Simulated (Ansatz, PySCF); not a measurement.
Complex: C2H2 (SMILES C#C) (first 4 atoms) with CH3F (SMILES CF); geometry from B3LYP-D3(BJ)/def2-TZVP.
(charge 0, multiplicity 1):
```xyz
9

C     -0.13297    -0.10575     0.11219
C      0.35732     0.38158    -0.86584
H     -0.55975    -0.53368     0.98988
H      0.78738     0.81100    -1.73749
C      0.62799    -0.06299     3.63866
F     -0.47858    -0.78749     3.19063
H      1.11102     0.39948     2.77786
H      0.28125     0.69960     4.33578
H      1.31219    -0.75088     4.13505
```

Interaction energies are E(AB) − E(A) − E(B) at the monomers' geometry in the complex; basis-set methods are counterpoise corrected. Rows marked so take none.

Rows in 6-31G* carry no dispersion term and start afresh at each structure (6-31G* with six Cartesian d functions).

Codes used: Ansatz (Gaussian basis) for Hartree–Fock, density functionals and correlated methods; PySCF for 6-31G* rows, the dispersion terms. Values without a source in brackets are computed.

**Question.** One of these levels gives -50.9 meV for the interaction energy. Name it.
A. BLYP/def2-TZVPPD
B. HF/6-31G*
C. B3LYP/6-31G* (no counterpoise)
D. CAM-B3LYP-D3(BJ)/def2-TZVPPD

**Answer.** B, HF/6-31G*. The others give -34.3 (BLYP/def2-TZVPPD), -171.0 (B3LYP/6-31G* (no counterpoise)), -112.0 (CAM-B3LYP-D3(BJ)/def2-TZVPPD)

Ansatz is a quantum-chemistry and plane-wave program.
